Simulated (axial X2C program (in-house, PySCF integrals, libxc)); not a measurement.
# Which functional? An output for YN⁺

An SCF output computed with an axial X2C code built on PySCF integrals for YN⁺ at 1.780 Å, two-component, state Ω = 1/2, Y dyall-cv3z [11s12p9d6f3g], N dyall-av3z [7s7p3d2f] (cores contracted in-house), without its first line:

```
basis functions 218  fitting functions 1026  grid points 5076
iter        total energy     max residual
   1      -3437.863617237     3.81e-05
   2      -3437.863617332     3.25e-05
   3      -3437.863617367     2.31e-05
   4      -3437.863617398     1.89e-05
   5      -3437.863617449     2.81e-06
   6      -3437.863617450     4.16e-07
converged
one-electron -4900.50482115  Coulomb 1499.78949216  exact exchange -28.72505087  xc functional -88.12060712  nuclear repulsion 81.16032505  atomic mean-field constant -1.46295552
```

Question: Which level of theory produced it?
A. HF
B. PBE0
C. PBEsol

Answer: B. The exact-exchange term against the functional term shows a share of 0.25 of exact exchange.
